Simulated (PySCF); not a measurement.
Gas-phase equilibrium of 1 mol TiCl₄, 8 mol O₂ at 2000 K and 0.0100 bar, among 9 species (ClO, O₂, O, TiCl₄, O₃, TiOCl₂, Cl, Cl₂, TiO₂). Only gases are allowed; each row takes one source of thermochemistry for all species, and Cantera finds the minimum.

Method: PySCF energies (xtb for GFN2) plus ideal-gas RRHO corrections (1 bar). Table values come from the NASA 1993 polynomials. After a fit of one offset per element over all species, the range-separated, M06-2X, PBE0/def2-QZVP and CCSD(T)/def2-TZVPP enthalpies, where run, lie to one side of the table for O₃ (+19 kJ/mol), TiOCl₂ (-50 kJ/mol): a fault of the table's entry, another state or a shared error of the levels is possible; this was not checked at source. S°(298 K) at PBE0/def2-TZVP differs from the NASA 1993 table for TiOCl₂ (+10 J/mol/K); whether the harmonic model or the table's entry is off was not settled. † marks an energy on the PBE0/def2-TZVP geometry and frequencies; other levels use their own. Open shells (unrestricted) among the columns below: ClO (multiplicity 2, electronic degeneracy 4), O₂ (multiplicity 3), O (multiplicity 3, electronic degeneracy 9), Cl (multiplicity 2, electronic degeneracy 6); the rest are closed-shell singlets. GFN2 has no spin-polarisation term. Spin-orbit splitting is ignored; it lowers the true energy and changes the entropy of ClO, O, Cl. The harmonic model lacks anharmonicity and excited electronic states, which grow with temperature; levels with a mode under 35 cm⁻¹ are left out. Strong static correlation: O₃. Soft modes under 120 cm⁻¹ make the harmonic entropy rough for TiOCl₂. The table's entry may be an old estimate for ClO, TiOCl₂, TiO₂ (not checked at source). Warning, point group unlike the PBE0 one: TiOCl₂ (GFN2-xTB).

Molecules larger than those listed are left out. Table species left out: Ti, TiCl, TiCl2, TiCl3, TiO, TiOCl.

Mole fractions:

```tsv
thermochemistry	x O₂	x O₃	x Cl	x TiOCl₂	x TiO₂	x ClO	x Cl₂	x O
table	0.63	2.9e-9	0.28	0.033	0.054	0.00033	0.0014	0.0053
BLYP/def2-TZVP†	0.69	1.5e-9	0.21	0.080	0.013	0.00035	0.00047	0.00098
GFN2-xTB	0.36	0.30	0.18	0.10	0.0065	0.023	0.015	3.7e-9
PBE/def2-TZVP†	0.71	3.5e-9	0.19	0.093	0.0020	0.00061	0.0027	0.00034
PBE0/def2-SVP†	0.71	3.4e-11	0.19	0.094	0.00069	2.3e-5	0.00012	0.0027
PBE0/def2-TZVP	0.71	7.7e-11	0.19	0.094	0.00099	0.00021	0.00061	0.0037
ωB97M-V/def2-TZVP†	0.71	1.0e-10	0.19	0.094	0.00094	0.00022	0.00079	0.0044
```
The most sensitive of these is O₃: it spans a factor of 10^10.0 over these rows; at this temperature one factor of ten is RT ln 10 = 38 kJ/mol.
